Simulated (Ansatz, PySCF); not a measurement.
F3Ge, SMILES [F][Ge]([F])[F] (connectivity only; charge and spin as stated), charge +1, multiplicity 1. Atoms are numbered in the order given.

```xyz
4

F      1.6687     0.0000     0.0000
Ge     0.0000     0.0000     0.0000
F     -0.8343     1.4451     0.0000
F     -0.8343    -1.4451     0.0000
```
Charge +1, spin multiplicity 1.

Geometry optimised at B3LYP-D3(BJ)/def2-SVP. The spin state was assumed, not searched. The isomer is the one that the SMILES or the coordinates give; other isomers of the formula were not compared.

Two levels are set side by side: PBE-D3(BJ)/def2-SVP (Ansatz, a first-principles code) and B3LYP-D3(BJ)/def2-SVP (Ansatz). Each level has its own optimised geometry; the coordinates shown are those of the second. Frequencies come from the Hessian of PySCF at each geometry. Differences are taken from unrounded values.

```json
[
 {"quantity": "mean bond length (Å)", "B3LYP-D3(BJ)": "1.669"},
 {"quantity": "bond F1–Ge2 (Å)", "B3LYP-D3(BJ)": "1.669"},
 {"quantity": "bond Ge2–F3 (Å)", "B3LYP-D3(BJ)": "1.669"},
 {"quantity": "bond Ge2–F4 (Å)", "B3LYP-D3(BJ)": "1.669"},
 {"quantity": "highest harmonic wavenumber (cm⁻¹)", "B3LYP-D3(BJ)": "875"},
 {"quantity": "mean harmonic wavenumber (cm⁻¹)", "B3LYP-D3(BJ)": "521"},
 {"quantity": "zero-point energy (kcal/mol)", "B3LYP-D3(BJ)": "4.47"}
]
```

Question: What does PBE-D3(BJ) give, and how far is it from B3LYP-D3(BJ)? (The exact figures need the calculation; the answer reports its results.)

Answer: 
```json
[
 {"quantity": "mean bond length (Å)", "PBE-D3(BJ)": "1.684", "PBE-D3(BJ) minus B3LYP-D3(BJ)": "0.015"},
 {"quantity": "bond F1–Ge2 (Å)", "PBE-D3(BJ)": "1.684", "PBE-D3(BJ) minus B3LYP-D3(BJ)": "0.015"},
 {"quantity": "bond Ge2–F3 (Å)", "PBE-D3(BJ)": "1.684", "PBE-D3(BJ) minus B3LYP-D3(BJ)": "0.015"},
 {"quantity": "bond Ge2–F4 (Å)", "PBE-D3(BJ)": "1.684", "PBE-D3(BJ) minus B3LYP-D3(BJ)": "0.015"},
 {"quantity": "highest harmonic wavenumber (cm⁻¹)", "PBE-D3(BJ)": "841", "PBE-D3(BJ) minus B3LYP-D3(BJ)": "-34"},
 {"quantity": "mean harmonic wavenumber (cm⁻¹)", "PBE-D3(BJ)": "499", "PBE-D3(BJ) minus B3LYP-D3(BJ)": "-23"},
 {"quantity": "zero-point energy (kcal/mol)", "PBE-D3(BJ)": "4.28", "PBE-D3(BJ) minus B3LYP-D3(BJ)": "-0.19"}
]
```

Exact exchange shortens and stiffens bonds; PBE has none. Differences between two approximate levels are no errors against the true value.
